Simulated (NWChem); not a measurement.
System: AlH₂SOCl; SMILES [OH][Al]([SH])[Cl]

Input file for NWChem:

```
start job
memory heap 200 mb stack 900 mb global 1100 mb
geometry units angstroms
  Al     0.409631    -0.059690     0.000000
  Cl    -0.463666     1.845541     0.000000
  O      2.086477    -0.280864     0.000000
  H      2.757941     0.403052     0.000000
  S     -0.852638    -1.818510     0.000000
  H      0.221820    -2.641071     0.000000
end
basis spherical
  Al library def2-svp
  Cl library def2-svp
  O library def2-svp
  H library def2-svp
  S library def2-svp
end
dft
  xc xpbe96 cpbe96
  iterations 150
end
driver
  maxiter 120
end
task dft optimize
task dft freq
```

Parts of the log:

```
             Northwest Computational Chemistry Package (NWChem) 7.3.0
             --------------------------------------------------------

 CS  symmetry detected

                             Geometry "geometry" -> ""
                             -------------------------

 Output coordinates in angstroms (scale by  1.889725989 to convert to a.u.)

  No.       Tag          Charge          X              Y              Z
 ---- ---------------- ---------- -------------- -------------- --------------
    1 Al                  13.0000     0.34694570     0.02267515     0.00000000
    2 Cl                  17.0000    -0.68265390     1.84818260     0.00000000
    3 O                    8.0000     2.03641549    -0.05746405     0.00000000
    4 H                    1.0000     2.64832030     0.68021983     0.00000000
    5 S                   16.0000    -0.76378340    -1.83556372     0.00000000
    6 H                    1.0000     0.37571238    -2.56536915     0.00000000

 Effective nuclear repulsion energy (a.u.)     244.6149562979

      Symmetry information
      --------------------

 Group name             Cs
 Group number              2
 Group order               2
 No. of unique centers     6

                                Z-matrix (autoz)
                                --------

 Units are Angstrom for bonds and degrees for angles

      Type          Name      I     J     K     L     M      Value
      ----------- --------  ----- ----- ----- ----- ----- ----------
    1 Stretch                  1     2                       2.09584
    2 Stretch                  1     3                       1.69137
    3 Stretch                  1     5                       2.16490
    4 Stretch                  3     4                       0.95844
    5 Stretch                  5     6                       1.35317
    6 Bend                     1     3     4               126.95976
    7 Bend                     1     5     6                91.76996
    8 Bend                     2     1     3               122.13908
    9 Bend                     2     1     5               119.70856
   10 Bend                     3     1     5               118.15236
   11 Torsion                  2     1     3     4           0.00000
   12 Torsion                  2     1     5     6         180.00000
   13 Torsion                  3     1     5     6           0.00000
   14 Torsion                  4     3     1     5         180.00000

  pbe96 is a nonlocal functional; adding pw91lda local functional.

                           NWChem Geometry Optimization
                           ----------------------------

 maximum gradient threshold         (gmax) =   0.000450
 rms gradient threshold             (grms) =   0.000300
 maximum cartesian step threshold   (xmax) =   0.001800
 rms cartesian step threshold       (xrms) =   0.001200
 fixed trust radius                (trust) =   0.300000
 source of zmatrix                         =   autoz

          -------------------
          Energy Minimization
          -------------------

 Using diagonal initial Hessian
 Scaling for Hessian diagonals: bonds = 1.00  angles = 0.25  torsions = 0.10

          --------
          Step   0

                                 NWChem DFT Module
                                 -----------------

 Summary of "ao basis" -> "ao basis" (spherical)
 ------------------------------------------------------------------------------
       Tag                 Description            Shells   Functions and Types
 ---------------- ------------------------------  ------  ---------------------
 Al                         def2-svp                 8       18   4s3p1d
 Cl                         def2-svp                 8       18   4s3p1d
 O                          def2-svp                 6       14   3s2p1d
 H                          def2-svp                 3        5   2s1p
 S                          def2-svp                 8       18   4s3p1d

      Symmetry analysis of basis
      --------------------------

        a'         57
        a"         21

            General Information
            -------------------
          SCF calculation type: DFT
          Wavefunction type:  closed shell.
          No. of atoms     :     6
          No. of electrons :    56
           Alpha electrons :    28
            Beta electrons :    28
          Charge           :     0
          Spin multiplicity:     1
          Use of symmetry is: on ; symmetry adaption is: on
          Maximum number of iterations: 150
          AO basis - number of functions:    78
                     number of shells:    36
          Convergence on energy requested:  1.00D-06
          Convergence on density requested:  1.00D-05
          Convergence on gradient requested:  5.00D-04

              XC Information
              --------------
          PerdewBurkeErnzerhof Exchange Functional  1.000
            Perdew 1991 LDA Correlation Functional  1.000 local
           PerdewBurkeErnz. Correlation Functional  1.000 non-local

             Grid Information
             ----------------
          Grid used for XC integration:  medium
          Radial quadrature: Mura-Knowles
          Angular quadrature: Lebedev.
          Tag              B.-S. Rad. Rad. Pts. Rad. Cut. Ang. Pts.
          ---              ---------- --------- --------- ---------
          Al                  1.25       88           8.0       590
          Cl                  1.00       88          11.0       590
          O                   0.60       49           9.0       434
          H                   0.35       45          11.0       434
          S                   1.00       88          11.0       590
          Grid pruning is: on
          Number of quadrature shells:   403
          Spatial weights used:  Erf1

      Superposition of Atomic Density Guess
      -------------------------------------

 Sum of atomic energies:       -1174.15196675

      Non-variational initial energy
      ------------------------------

 Total energy =   -1174.958506
 1-e energy   =   -2112.149266
 2-e energy   =     692.575803
 HOMO         =      -0.337429
 LUMO         =      -0.014095

      Symmetry analysis of molecular orbitals - initial
      -------------------------------------------------

  Numbering of irreducible representations:

     1 a'          2 a"

  Orbital symmetries:

     1 a'          2 a'          3 a'          4 a'          5 a'
     6 a'          7 a'          8 a'          9 a"         10 a'
    11 a'         12 a"         13 a'         14 a'         15 a'
    16 a"         17 a'         18 a'         19 a'         20 a'
    21 a'         22 a'         23 a"         24 a'         25 a"
    26 a'         27 a'         28 a"         29 a'         30 a"
    31 a'         32 a'         33 a'         34 a'         35 a'
    36 a'         37 a"         38 a'

   convergence    iter        energy       DeltaE   RMS-Dens  Diis-err
 ---------------- ----- ----------------- --------- --------- ---------
 d= 0,ls=0.0,diis     1  -1176.3389031394 -1.42D+03  2.19D-02  8.78D-01
 d= 0,ls=0.0,diis     2  -1176.0654435433  2.73D-01  1.56D-02  3.41D+00
 d= 0,ls=0.0,diis     3  -1176.4192276489 -3.54D-01  4.67D-03  1.24D-01
 d= 0,ls=0.0,diis     4  -1176.4291154840 -9.89D-03  2.33D-03  3.17D-02
 d= 0,ls=0.0,diis     5  -1176.4340554055 -4.94D-03  4.07D-04  6.75D-04
  Resetting Diis
 d= 0,ls=0.0,diis     6  -1176.4341457584 -9.04D-05  1.34D-04  8.03D-05
 d= 0,ls=0.0,diis     7  -1176.4341593592 -1.36D-05  6.73D-05  5.36D-06
 d= 0,ls=0.0,diis     8  -1176.4341581414  1.22D-06  4.05D-05  1.46D-05
 d= 0,ls=0.0,diis     9  -1176.4341601253 -1.98D-06  6.52D-06  5.01D-07
 d= 0,ls=0.0,diis    10  -1176.4341601746 -4.93D-08  1.94D-06  2.84D-08

         Total DFT energy =    -1176.434160174589
      One electron energy =    -2115.153314625339
           Coulomb energy =      775.536580943409
    Exchange-Corr. energy =      -81.432382790552
 Nuclear repulsion energy =      244.614956297893

 Numeric. integr. density =       56.000003011533

                  Occupations of the irreducible representations
                  ----------------------------------------------

                     irrep           alpha         beta
                     --------     --------     --------
                     a'               22.0         22.0
                     a"                6.0          6.0

                       DFT Final Molecular Orbital Analysis
                       ------------------------------------

[...]

      ----------------------
      Optimization converged
      ----------------------

  Step       Energy      Delta E   Gmax     Grms     Xrms     Xmax
  ---- ---------------- -------- -------- -------- -------- --------
@    7   -1176.43466279 -2.8D-08  0.00005  0.00002  0.00012  0.00027
                                     ok       ok       ok       ok

                                Z-matrix (autoz)
                                --------

 Units are Angstrom for bonds and degrees for angles

      Type          Name      I     J     K     L     M      Value     Gradient
      ----------- --------  ----- ----- ----- ----- ----- ---------- ----------
    1 Stretch                  1     2                       2.11053   -0.00005
    2 Stretch                  1     3                       1.71058    0.00001
    3 Stretch                  1     5                       2.18084    0.00003
    4 Stretch                  3     4                       0.97023   -0.00001
    5 Stretch                  5     6                       1.36473   -0.00000
    6 Bend                     1     3     4               123.40844    0.00000
    7 Bend                     1     5     6                91.03035   -0.00001
    8 Bend                     2     1     3               122.53818    0.00001
    9 Bend                     2     1     5               119.88925   -0.00000
   10 Bend                     3     1     5               117.57258   -0.00001
   11 Torsion                  2     1     3     4           0.00000    0.00000
   12 Torsion                  2     1     5     6         180.00000    0.00000
   13 Torsion                  3     1     5     6           0.00000    0.00000
   14 Torsion                  4     3     1     5         180.00000    0.00000

                         Geometry "geometry" -> "geometry"
                         ---------------------------------

 Output coordinates in angstroms (scale by  1.889725989 to convert to a.u.)

  No.       Tag          Charge          X              Y              Z
 ---- ---------------- ---------- -------------- -------------- --------------
    1 Al                  13.0000     0.34658019     0.02305647     0.00000000
    2 Cl                  17.0000    -0.68108150     1.86648499     0.00000000
    3 O                    8.0000     2.05414574    -0.07838227     0.00000000
    4 H                    1.0000     2.63544806     0.69843076     0.00000000
    5 S                   16.0000    -0.77572947    -1.84683010     0.00000000
    6 H                    1.0000     0.38159355    -2.57007918     0.00000000

 Effective nuclear repulsion energy (a.u.)     242.7132239347

      Symmetry information
      --------------------

 Group name             Cs
 Group number              2
 Group order               2
 No. of unique centers     6

                Final and change from initial internal coordinates
                --------------------------------------------------

                                Z-matrix (autoz)
                                --------

 Units are Angstrom for bonds and degrees for angles

      Type          Name      I     J     K     L     M      Value       Change
      ----------- --------  ----- ----- ----- ----- ----- ---------- ----------
    1 Stretch                  1     2                       2.11053    0.01468
    2 Stretch                  1     3                       1.71058    0.01921
    3 Stretch                  1     5                       2.18084    0.01594
    4 Stretch                  3     4                       0.97023    0.01179
    5 Stretch                  5     6                       1.36473    0.01156
    6 Bend                     1     3     4               123.40844   -3.55132
    7 Bend                     1     5     6                91.03035   -0.73961
    8 Bend                     2     1     3               122.53818    0.39910
    9 Bend                     2     1     5               119.88925    0.18068
   10 Bend                     3     1     5               117.57258   -0.57978
   11 Torsion                  2     1     3     4           0.00000    0.00000
   12 Torsion                  2     1     5     6         180.00000    0.00000
   13 Torsion                  3     1     5     6           0.00000    0.00000
   14 Torsion                  4     3     1     5         180.00000    0.00000

[...]

 Rotational Constants
 --------------------
 A=   0.148871 cm-1  (  0.214187 K)
 B=   0.070827 cm-1  (  0.101903 K)
 C=   0.047994 cm-1  (  0.069051 K)

 Temperature                      =   298.15K
 frequency scaling parameter      =   1.0000

 Zero-Point correction to Energy  =   15.115 kcal/mol  (  0.024088 au)
 Thermal correction to Energy     =   19.128 kcal/mol  (  0.030483 au)
 Thermal correction to Enthalpy   =   19.721 kcal/mol  (  0.031427 au)

 Total Entropy                    =   80.486 cal/mol-K
   - Translational                =   40.036 cal/mol-K (mol. weight = 111.9330)
   - Rotational                   =   27.545 cal/mol-K (symmetry #  =        1)
   - Vibrational                  =   12.905 cal/mol-K

 Cv (constant volume heat capacity) =   20.087 cal/mol-K
   - Translational                  =    2.979 cal/mol-K
   - Rotational                     =    2.979 cal/mol-K
   - Vibrational                    =   14.128 cal/mol-K

[normal modes left out]

 ----------------------------------------------------------------------------
 Normal Eigenvalue ||           Projected Infra Red Intensities
  Mode   [cm**-1]  || [atomic units] [(debye/angs)**2] [(KM/mol)] [arbitrary]
 ------ ---------- || -------------- ----------------- ---------- -----------
    1       -0.000 ||    0.000252           0.006         0.246       0.062
    2       -0.000 ||    0.001000           0.023         0.975       0.246
    3       -0.000 ||    0.000280           0.006         0.273       0.069
    4        0.000 ||    0.000084           0.002         0.082       0.021
    5        0.000 ||    0.000056           0.001         0.055       0.014
    6        0.000 ||    0.000135           0.003         0.132       0.033
    7      128.379 ||    0.004071           0.094         3.969       1.002
    8      185.773 ||    0.017992           0.415        17.540       4.430
    9      207.552 ||    0.004843           0.112         4.721       1.192
   10      241.612 ||    0.065857           1.519        64.201      16.215
   11      312.072 ||    0.099131           2.287        96.637      24.408
   12      404.154 ||    0.007517           0.173         7.328       1.851
   13      548.675 ||    0.077780           1.794        75.824      19.151
   14      612.659 ||    0.185586           4.282       180.919      45.695
   15      640.419 ||    0.082873           1.912        80.789      20.405
   16      873.918 ||    0.085611           1.975        83.458      21.079
   17     2611.465 ||    0.000729           0.017         0.711       0.180
   18     3811.761 ||    0.097256           2.244        94.810      23.946
 ----------------------------------------------------------------------------
```

Level: PBE/def2-SVP.
